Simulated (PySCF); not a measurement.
## Bond curve of PdI

Set-up: basis Pd def2-TZVPP with ECP28, I def2-TZVPP with ECP28; scalar-relativistic core potentials; PySCF 2.14. Energies in eV from Pd (4d10) + I in their ground configurations at the same level. State: ²Σ⁺ (doublet), unpaired electrons σ ↑.

All columns are PBE0. A positive dipole means Pd(−)I(+).

```csv
R (Å),E (eV),μ (D),Mulliken charge on Pd (basis-dependent),HOMO (eV),LUMO (eV),Mayer bond order,⟨S²⟩
2.179,-1.444,-3.41,0.26,-6.50,-4.29,1.38,0.75
2.281,-1.995,-3.66,0.27,-6.57,-4.23,1.29,0.75
2.382,-2.282,-3.92,0.28,-6.62,-4.20,1.21,0.75
2.458,-2.378,-4.13,0.29,-6.65,-4.20,1.16,0.75
2.534,-2.400,-4.34,0.30,-6.67,-4.21,1.12,0.75
2.610,-2.368,-4.55,0.30,-6.68,-4.24,1.08,0.75
2.711,-2.268,-4.84,0.32,-6.67,-4.29,1.03,0.75
2.838,-2.082,-5.19,0.33,-6.65,-4.38,0.98,0.75
2.990,-1.816,-5.59,0.35,-6.60,-4.50,0.93,0.75
3.193,-1.445,-6.00,0.36,-6.54,-4.65,0.86,0.76
```

A fit through these points gives, at Re = 2.524 Å, μ = -4.31 D and dμ/dR = -2.78 D/Å; the reduced mass is 57.73 u.

**Question.** How strong is the fundamental in the double-harmonic approximation, I = 42.26·(dμ/dR)²/μred km/mol?

**Answer.** I = 42.26·(-2.78)²/57.73 = 5.66 km/mol at PBE0.

The metal atom is held in its measured ground configuration; semilocal functionals can put another filling of s and d lower by some tenths of an eV, and De to that atom would be smaller. These are scalar-relativistic numbers at best; spin–orbit coupling would shift them, the dissociation energy most. The state is the lowest single determinant that the PBE0 search found; with open d or f shells the true ground state can be another one.
